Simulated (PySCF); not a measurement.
A GIAO shielding run with PySCF (density fitting, non-relativistic, gas phase) on `InChI=1S/C6H5FSSi/c1-2-9(7)6-4-3-5-8-6/h1,3-5,9H/t9-/m1/s1`:

```
$ OMP_NUM_THREADS=1 python probes_run.py task.json out

{"job": {"kind": "nmr", "xc": "PBE0", "basis": "pcSseg-1"}, "charge": 0, "multiplicity": 1}
C      3.272122     1.305062    -0.989358
C      2.587063     0.403144    -0.586345
Si     1.504578    -0.964264     0.024073
F      1.870483    -1.227553     1.574874
C     -0.280672    -0.409097     0.011801
C     -1.113944    -0.195435     1.072513
C     -2.406506     0.228218     0.701210
C     -2.547767     0.334988    -0.645147
S     -1.107025    -0.081495    -1.480299
H      3.877368     2.093273    -1.335714
H      1.749450    -2.225617    -0.659823
H     -0.801298    -0.339854     2.091517
H     -3.192395     0.444023     1.403154
H     -3.412136     0.634134    -1.204622
```

Hardware: 1 thread of an Arm Neoverse V2, shared host. The job also computes population analyses, field gradients, ring-centre shieldings.

(1) How large is the calculation?

(2) How long does it take, and how much memory does it need?

Results:

(1) 80 electrons, 192 basis functions and 1039 auxiliary functions.

(2) 23 s of wall time, with 14 SCF cycles and 5 response iterations; peak memory 0.98 GiB. Times on a shared host scatter by some tens of per cent.
